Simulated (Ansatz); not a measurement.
```xyz
3

H     0.0000    0.0000   -1.4287
C     0.0000    0.0000   -0.4385
C     0.0000    0.0000    0.6767
```

Basis set: def2-TZVP (spherical functions). Frozen core: 2 orbitals. Charge 0, multiplicity 2.

Computed with Ansatz (development build ahead of 0.2.0); each method stands on the lowest determinant of its kind that the runs found.

The atomization energy at this shape (free ground-state atoms in the same class of orbitals less the molecule, no zero-point energy) of doublet C2H:

```csv
method,atomization energy
UHF,7.50 eV
```

Q: What does UHF-MP2 give?

A: 10.57 eV. Caution: the shape is not the minimum; the unrestricted determinant is spin contaminated.
